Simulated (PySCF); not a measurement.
HfSBr₂, singlet: computed properties

Level of theory: PySCF, PBE0, basis Hf def2-TZVP with ECP60, S def2-TZVP, Br def2-TZVP (scalar-relativistic core potentials, no spin–orbit coupling, density fitting).

The structure is a saddle point with 1 imaginary mode.

```xyz
4
charge 0 multiplicity 1, angstrom
Hf    0.0000    0.0000    0.2853
S     0.0000    0.0000    2.4846
Br    2.2460    0.0000   -0.8244
Br   -2.2460    0.0000   -0.8244
```

| Item | Value |
| --- | --- |
| Point group | C2v |
| Bond lengths | Hf–Br 2.505 Å (×2), Hf–S 2.199 Å |
| Bond angles | Br–Hf–Br 127.4°, Br–Hf–S 116.3° (×2) |
| Lowest empty level | -3.80 eV |
| Principal polarisabilities | 69.9, 113.6, 116.8 bohr³ |
| Principal quadrupole moments (Buckingham, traceless) about the centre of mass | -9.85, -3.61, 13.45 D Å |
| Zero-point energy (real modes) | 7.1 kJ/mol |
| Atomisation energy without zero-point energy | 1400 kJ/mol |
| Highest occupied level | -7.52 eV |
| Dipole moment | 2.29 D |
| Rotational constants | 0.0528, 0.02117, 0.01511 cm⁻¹ |

Harmonic modes (masses in u: Hf 179.947, S 31.972, Br 78.918):
```csv
symmetry,ω (cm⁻¹),IR (km/mol),μ (u),type
b1,30i,–,67.33,bend
a1,61,0.2,83.84,bend
b2,103,0.5,38.72,bend
a1,233,11.5,81.86,stretch
b2,277,58.3,103.43,stretch
a1,521,70.0,36.74,stretch
```

In C2v the vibrations span b1 + 3a1 + 2b2. Here b1 is antisymmetric to the molecular plane and b2 lies in it.

Charges (e):
| atom | Mulliken | Löwdin | polar tensor | Mayer order to Hf1 |
| --- | --- | --- | --- | --- |
| Hf1 | 1.09 | -0.12 | 1.86 | – |
| S2 | -0.39 | 0.02 | -0.72 | 2.31 |
| Br3,4 | -0.35 | 0.05 | -0.57 | 1.08 |

Mulliken populations on Hf1 (electrons outside its core potential): s 2.42, p 6.39, d 2.02, f 0.08.

Stability towards spin polarisation was not tested. Other isomers or separated fragments may lie lower. Spin–orbit coupling, left out here, can matter for elements this heavy.

The final relaxation and frequency run took of the order of 16 core-minutes on a shared host.
